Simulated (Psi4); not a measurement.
IRb, charge +1, doublet, at a GFN2-xTB geometry (such geometries of metal compounds can be far from the true shape) (a state made from the parent by changing its charge; the spin is typed, not shown lowest) (core potentials on I, Rb); B97M-V/def2-SVP (Psi4).

The Psi4 input:
```
memory 2 GB

molecule {
1 2
Rb   -0.00000000   -0.00000000   -2.21612860
I     0.00000000    0.00000000    1.54710864
}

set {
  basis def2-svp
  reference uks
  scf_type pk
  puream true
  d_convergence 1e-8
  dft_radial_points 99
  dft_spherical_points 590
}

energy('b97m-v')
print_variables()
```

What the program printed (banner, timings and long lists left out):

```
   => Loading Basis Set <=

    Name: DEF2-SVP
    Role: ORBITAL
    Keyword: BASIS

    !!!  WARNING: ECP capability is in beta. Please check occupations closely.  !!!

         ---------------------------------------------------------
                                   SCF
               by Justin Turney, Rob Parrish, Andy Simmonett
                          and Daniel G. A. Smith
                              UKS Reference
         ---------------------------------------------------------

  ==> Geometry <==

    Molecular point group: c2v
    Full point group: C_inf_v

    Geometry (in Angstrom), charge = 1, multiplicity = 2:

       Center              X                  Y                   Z               Mass
    ------------   -----------------  -----------------  -----------------  -----------------
         RB           0.000000000000     0.000000000000    -2.254650473404    84.911789737900
         I            0.000000000000     0.000000000000     1.508586766596   126.904471900000

  Running in c2v symmetry.

  Rotational constants: A = ************  B =      0.02340  C =      0.02340 [cm^-1]
  Rotational constants: A = ************  B =    701.46884  C =    701.46884 [MHz]
  Nuclear repulsion =   31.638949342654261

  Charge       = 1
  Multiplicity = 2
  Electrons    = 33
  Nalpha       = 17
  Nbeta        = 16

  ==> Algorithm <==

  SCF Algorithm Type is PK.
  DIIS enabled.
  MOM disabled.
  Fractional occupation disabled.
  Guess Type is SAD.
  Energy threshold   = 1.00e-06
  Density threshold  = 1.00e-08
  Integral threshold = 1.00e-12

  ==> Primary Basis <==

  Basis Set: DEF2-SVP
    Blend: DEF2-SVP
    Number of shells: 20
    Number of basis functions: 50
    Number of Cartesian functions: 54
    Spherical Harmonics?: true
    Max angular momentum: 2

  Core potential: DEF2-SVP
    Number of shells: 8
    Number of ECP primitives: 39
    Number of ECP core electrons: 56
    Max angular momentum: 3

  ==> DFT Potential <==

   => LibXC <=

    Version 7.1.2
    S. Lehtola, C. Steigemann, M. J. T. Oliveira, and M. A. L. Marques,  SoftwareX 7, 1–5 (2018) (10.1016/j.softx.2017.11.002)

   => Composite Functional: B97M-V <=

    B97M-V GGA Exchange-Correlation Functional

    N. Mardirossian and M. Head-Gordon,  J. Chem. Phys. 142, 074111 (2015) (10.1063/1.4907719)

    Deriv               =              1
    GGA                 =           TRUE
    Meta                =           TRUE

    Exchange Hybrid     =          FALSE
[...]
   @S^2 Expected:                7.500000000E-01
   @S^2 Observed:                7.523818240E-01
   @S   Expected:                5.000000000E-01
   @S   Observed:                5.000000000E-01

    Orbital Energies [Eh]
    ---------------------

    Alpha Occupied:

[...]
    Alpha Virtual:

[...]
    Beta Occupied:

[...]
       4B2    -0.393548

    Beta Virtual:

[...]
      24A1    55.989336

    Final Occupation by Irrep:
             A1    A2    B1    B2
    DOCC [     8,    1,    3,    4 ]
    SOCC [     0,    0,    1,    0 ]
    NA   [     8,    1,    4,    4 ]
    NB   [     8,    1,    3,    4 ]

  @UKS Final Energy:  -321.61397699983831

   => Energetics <=

    Nuclear Repulsion Energy =             31.6389493426542607
    One-Electron Energy =                -615.0476112877369133
    Two-Electron Energy =                 287.6005201708070445
    DFT Exchange-Correlation Energy =     -25.9353110731343008
    Empirical Dispersion Energy =           0.0000000000000000
    VV10 Nonlocal Energy =                  0.1294758475715444
    Total Energy =                       -321.6139769998383144

  UHF NO Occupations:
  HONO-2 :    7 A1 1.9998870
  HONO-1 :    8 A1 1.9990232
  HONO-0 :    4 B1 1.0000000
  LUNO+0 :    9 A1 0.0009768
  LUNO+1 :   10 A1 0.0001130
  LUNO+2 :    5 B2 0.0000736
  LUNO+3 :    5 B1 0.0000129

Computation Completed

Properties will be evaluated at   0.000000,   0.000000,   0.000000 [a0]

Properties computed using the SCF density matrix

 Multipole Moments:

 ------------------------------------------------------------------------------------
     Multipole            Electronic (a.u.)      Nuclear  (a.u.)        Total (a.u.)
 ------------------------------------------------------------------------------------

 L = 1.  Multiply by 2.5417464519 to convert [e a0] to [Debye]
 Dipole X            :          0.0000000            0.0000000            0.0000000
 Dipole Y            :          0.0000000            0.0000000            0.0000000
 Dipole Z            :        -36.6182256           32.9243485           -3.6938771
 Magnitude           :                                                    3.6938771

 ------------------------------------------------------------------------------------

  Variable Map:
  ----------------------------------------------------------------------------
[...]
  Array Variable Map:
  ----------------------------------------------------------------------------
[...]
[...]
```
